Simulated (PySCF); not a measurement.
C2H5NO2Si.
Bonds: N1–C2, C2–O3 (double), C2–Si4, Si4–C5, C5–O6 (double). Hydrogens: H7, H8 on N1; H9, H10 on Si4; H11 on C5.

A GFN2-xTB structure was refined with PySCF 2.14.0, PBE0-D3(BJ)/def2-SVP geometry optimisation, gas phase. Its GFN2-xTB values:

| coordinate | GFN2-xTB |
| --- | --- |
| N1–C2 | 1.337 Å |
| N1–H7 | 1.003 Å |
| C2=O3 | 1.203 Å |
| C2–Si4 | 1.887 Å |
| Si4–C5 | 1.949 Å |
| Si4–H9 | 1.472 Å |
| C5=O6 | 1.208 Å |
| C5–H11 | 1.114 Å |
| N1–C2–O3 | 121.9° |
| N1–C2–Si4 | 118.5° |
| C2–Si4–C5 | 108.8° |
| O3–C2–Si4 | 119.6° |
| Si4–C5–O6 | 122.9° |
| N1–C2–Si4–C5 | 12° |
| C2–Si4–C5–O6 | -15° |

Question: How do these coordinates change at the PBE0-D3(BJ)/def2-SVP level?

Answer: 
| coordinate | PBE0-D3(BJ)/def2-SVP (Å or °) | change |
| --- | --- | --- |
| C2–Si4 | 1.926 | +0.039 |
| Si4–H9 | 1.490 | +0.018 |
| C2=O3 | 1.217 | +0.014 |
| N1–C2 | 1.350 | +0.013 |
| N1–H7 | 1.015 | +0.012 |
| C5–H11 | 1.124 | +0.010 |
| Si4–C5 | 1.939 | -0.010 |
| C5=O6 | 1.212 | +0.004 |
| N1–C2–O3 | 125.2 | +3.3 |
| N1–C2–Si4 | 116.6 | -1.9 |
| Si4–C5–O6 | 121.5 | -1.4 |
| O3–C2–Si4 | 118.3 | -1.3 |
| C2–Si4–C5 | 110.1 | +1.3 |
| C2–Si4–C5–O6 | -9 | +6 |
| N1–C2–Si4–C5 | 8 | -4 |

The energy falls by 0.086 eV over 12 energy and gradient evaluations, the largest force component goes from 0.0271 to 1.1e-04 Eh/bohr, and the atoms move by 0.066 Å rms after alignment. The bond that changes most is C2–Si4 (carbonyl carbon to SiH2 silicon), which lengthens by 0.039 Å. Bonds longer at the end by more than 0.005 Å: 7 of 10; shorter: 2. Rotational constants go from 4964, 2113, 1515 to 4939, 2087, 1495 MHz.

The run used 113 basis functions and 92 SCF cycles in all. The run took 58 s on one thread of an Arm Neoverse V2, shared host, and the process peaked at 0.47 GiB of memory.

No frequency check. The numbers are those of one conformer.

The values belong to the conformer `[NH2:1][C:2](=[O:3])[SiH2:4][CH:5]=[O:6]`: N1–C2–Si4–C5 8°, C2–Si4–C5–O6 -9°, H–N1–C2–O3 1°, H–N1–C2–O3 178°.
